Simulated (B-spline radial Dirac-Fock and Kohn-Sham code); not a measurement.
# The Sm-like isoelectronic sequence (62 electrons), Z = 62 to 75

Calculated with a radial finite-basis atomic code, using Dirac-Fock energy differences between relaxed states, corrected for Breit and QED terms. Binding energies in eV, tabulated ground configurations. The model has no electron correlation.

```
  ion           configuration       1s   3p3/2   3d3/2  4d3/2  outermost level  NIST ionisation energy
   Sm            [Xe] 4f6 6s2  46836.4  1425.6  1110.1  142.1        4.68 (6s)                5.643722
  Eu⁺            [Xe] 4f7 6s1  48527.6  1494.4  1171.1  155.7       10.38 (6s)           11.24 ± 0.006
 Gd²⁺            [Xe] 4f7 5d1  50263.2  1575.3  1244.0  178.6       18.92 (5d)            20.54 ± 0.03
 Tb³⁺                [Xe] 4f8  52031.8  1652.1  1312.9  198.1       40.17 (4f)            39.33 ± 0.04
 Dy⁴⁺                [Xe] 4f8  53846.4  1742.9  1395.6  228.2       62.65 (4f)                       –
 Ho⁵⁺   [Kr] 4d10 4f9 5s2 5p5        ?       ?       ?      ?                ?                       ?
 Er⁶⁺  [Kr] 4d10 4f10 5s2 5p4  57581.3  1915.5  1552.3  280.8       100.1 (4f)                       –
 Tm⁷⁺  [Kr] 4d10 4f11 5s2 5p3  59507.4  2005.3  1634.2  309.0       120.5 (4f)                       –
 Yb⁸⁺  [Kr] 4d10 4f12 5s2 5p2  61472.6  2097.5  1718.3  338.4       141.9 (4f)                       –
 Lu⁹⁺  [Kr] 4d10 4f12 5s2 5p2  63485.6  2202.9  1815.4  377.0       170.7 (5p)                 185 ± 9
Hf¹⁰⁺  [Kr] 4d10 4f12 5s2 5p2  65541.1  2311.9  1916.0  417.8       195.2 (5p)                209 ± 10
Ta¹¹⁺  [Kr] 4d10 4f13 5s2 5p1  67629.7  2411.7  2007.7  451.4       217.7 (5p)                235 ± 12
 W¹²⁺      [Kr] 4d10 4f14 5s2  69760.4  2513.9  2101.7  486.2    255.2 (4f7/2)             258.3 ± 1.2
Re¹³⁺      [Kr] 4d10 4f14 5s2  71943.4  2631.8  2211.0  531.9    292.1 (4f7/2)                291 ± 15
```

Q: Fill in the row of Ho⁵⁺.

A: 1s 55694.7, 3p3/2 1828.0, 3d3/2 1472.8, 4d3/2 253.9, outermost 80.85 (4f), NIST – eV.

NIST's values are for the lowest levels; a dash marks a value that is missing or belongs to another shell. Their kind here: measured, semi-empirical, theoretical. Where a p, d or f shell is open in either ion the computed value averages over both j values and all terms, while the table refers to the lowest levels; that difference holds spin-orbit splitting (largest in heavy or highly charged ions), term energies where several electrons share open shells, and correlation, and it can reach 10 % or more.
